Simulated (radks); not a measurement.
Task: The mean radii <r> (bohr) of the occupied orbitals of an atom or ion are listed with their occupations. Method: Dirac Kohn-Sham, PBEsol, spin-unpolarised, spherical densities, point nucleus; computed with a radial shooting solver on a logarithmic mesh with Libxc functionals.

orbital  occ.      <r>
1s1/2       2  0.02723
2s1/2       2   0.1168
2p1/2       2  0.09849
2p3/2       4   0.1042
3s1/2       2   0.3139
3p1/2       2   0.3041
3p3/2       4   0.3157
3d3/2       4   0.2865
3d5/2       6   0.2902
4s1/2       2   0.7395
4p1/2       2   0.7718
4p3/2       4   0.7999
4d3/2       4   0.9083
4d5/2       6   0.9193
5s1/2       1    1.820
5p1/2       1    2.049
5p3/2       2    2.117

Name the element and its charge. Open shells, if any, are shared by 2j + 1.

Result: Z = 53, iodine, charge +3: I3+ in [Kr] 4d10 5s1 5p3. The 1s radius gives Z: for a bare nucleus <r> = (2 gamma + 1)/(2Z) with gamma = sqrt(1 - (Z/c)^2), 0.02683 bohr for Z = 53, and screening makes it slightly larger (0.02723 here). The occupations add up to 50, and the charge is Z minus that.
